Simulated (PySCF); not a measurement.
Ag(I) anion (AgI), SMILES [Ag][I] (connectivity only; charge and spin as stated), charge -1, multiplicity 2. Geometry: B3LYP-D3(BJ)/def2-TZVPD. The multiplicity is an assumed one; other spin states were not compared. The def2 effective core potentials stand for the cores of Ag, I; spin–orbit coupling is left out.

These are B3LYP-D3(BJ)/def2-TZVPD in PySCF 2.14.0 values and carry that method's errors.

Harmonic wavenumbers (cm⁻¹): 111. Rotational constants (GHz): 1.069 (linear); symmetry number 1.

Problem. Work out the zero-point energy and the ideal-gas rigid-rotor harmonic-oscillator thermochemistry at 298.15 K and 1 atm.

Solution. ZPE = ½ Σ hcν = ½ × 111 cm⁻¹ = 0.66 kJ/mol. H − E(el) = 11.21 kJ/mol. Entropy in J/(mol K): translation 176.82, rotation 80.38, vibration 13.61, spin 5.76, total 276.58. G − E(el) = -71.25 kJ/mol. Cp = 37.22 J/(mol K). Modes under 150 cm⁻¹ make the vibrational entropy uncertain.
